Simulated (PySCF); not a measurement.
SiH2Cl2, SMILES Cl[SiH2]Cl. Atoms are numbered in the order given.

```xyz
5

Si     0.0000     0.0000     0.7664
Cl     1.6824     0.0000    -0.4085
Cl    -1.6824     0.0000    -0.4085
H      0.0000    -1.2244     1.5799
H      0.0000     1.2244     1.5799
```
Charge 0, spin multiplicity 1.

Coordinates come from a B3LYP-D3(BJ)/def2-TZVP optimisation. The isomer is the one that the SMILES or the coordinates give; other isomers of the formula were not compared.

The numbers are results of TDDFT-CAM-B3LYP/def2-SVPD in PySCF 2.14.0, not measurements.

Vertical excitations. The molecule is in vacuum. State labels are in the subgroup C2v.

Computed excitation energies, oscillator strengths and character:
```csv
state,symmetry,energy (eV),λ (nm),f,main pairs
S1,B2,7.56,164,0.015,HOMO→LUMO 93 %
S2,A2,7.77,160,0.000,HOMO→LUMO+1 89 %
S3,B1,8.03,154,0.032,"HOMO−1→LUMO 78 %, HOMO−3→LUMO+1 15 %"
S4,A2,8.23,151,0.000,HOMO−2→LUMO 87 %
S5,A1,8.30,149,0.053,"HOMO−1→LUMO+1 62 %, HOMO−3→LUMO 30 %"
S6,A1,8.47,146,0.005,"HOMO−3→LUMO 64 %, HOMO−1→LUMO+1 30 %"
S7,B2,8.49,146,0.007,HOMO→LUMO+2 92 %
S8,B2,8.61,144,0.036,HOMO−2→LUMO+1 90 %
S9,B1,8.88,140,0.005,"HOMO−1→LUMO+2 55 %, HOMO−3→LUMO+1 32 %"
S10,B1,8.92,139,0.117,"HOMO−3→LUMO+1 39 %, HOMO−1→LUMO+2 35 %, HOMO−1→LUMO+3 9 %, HOMO−1→LUMO 7 %"
T1,B2,7.19,172,0,HOMO→LUMO 89 %
T2,A2,7.34,169,0,HOMO→LUMO+1 80 %
T3,B1,7.46,166,0,HOMO−1→LUMO 86 %
T4,A1,7.78,159,0,"HOMO−3→LUMO 54 %, HOMO−1→LUMO+1 35 %"
```
Triplets are in the Tamm–Dancoff approximation, which puts them higher than full response would, so one can lie above its singlet here.
